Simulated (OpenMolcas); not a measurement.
# Pt2+: moving or changing the point charges

Pt2+ among 6 point charges of -1.7 e arranged as a tetragonal octahedron (D4h), 2.14 Å from the ion, with the axial distance 2.525 Å.

| Quantity | Value |
| --- | --- |
| Program | OpenMolcas |
| Method | SS-CASPT2, IPEA 0.25 Eh, imaginary shift 0.1 Eh (closed shells correlated: 5s 5p) |
| Basis | ANO-RCC-VDZP [7s6p4d2f] |
| Scalar Hamiltonian | DKH2, point nucleus |
| Active space | 8 electrons in 5 orbitals (5d) |
| State averaging | 2S+1 = 3 even, 10 roots; 2S+1 = 1 even, 15 roots |
| Spin-orbit coupling | RASSI with atomic mean-field integrals over the reference wave functions |

Runs around this geometry, states (labels of D4, the rotations of D4h). Energies in cm-1 above the lowest state or level, χT in cm3 K/mol.

```tsv
R (Å)	q (e)	Axial / equatorial distance	Ground state	First state of that spin	First gap with spin-orbit (degeneracies)	χT at 300 K	First state of another spin
2.14	-1.7	1.09	3B1	3E 7440	25 (1, 2)	2.392	1B1 10630
2.14	-0.85	1.18	3B1	3E 2910	51 (2, 1)	2.698	1B1 9910
2.01	-1.7	1.18	3B1	3E 6750	80 (1, 2)	2.341	1A1 7710
2.14	-1.7	1.18	3B1	3E 5180	39 (1, 2)	2.484	1A1 8860
2.31	-1.7	1.18	3B1	3E 3580	20 (2, 1)	2.619	1A1 9710
```

Taking the first state of the same spin as R^-n, n = -ln(3580 / 6750) / ln(2.31 / 2.01) = 4.6 between the shortest and longest distance.

Scaling the charges by -0.85 / -1.7 = 0.50 scales the first state of the same spin by 2910 / 5180 = 0.56; with fixed orbitals a first-order splitting would follow the charge.

Real 4d8 and 5d8 ions are as a rule square planar and diamagnetic. Point charges give a weaker field than real ligands, and real ions of this kind are as a rule low spin; the high spin found here belongs to the model. Free-ion shares, where given, are those of the reference states; single-state CASPT2 does not remix them. Spin-orbit coupling mixes the spin-free states strongly: the lowest level takes only 57 % from its leading state, 3B1 (figures for R = 2.14, q = -0.85, ratio = 1.18; the like holds for R = 2.31, q = -1.7, ratio = 1.18). This shell can be high or low spin here, a state of another spin lies low, and with metal d orbitals alone active their balance is uncertain, so the ground spin may be wrong (holds for R = 2.01, q = -1.7, ratio = 1.18; R = 2.14, q = -1.7, ratio = 1.18). Point charges carry no covalency, so the field is a model and not that of real ligands. No measured value stands beside these numbers.
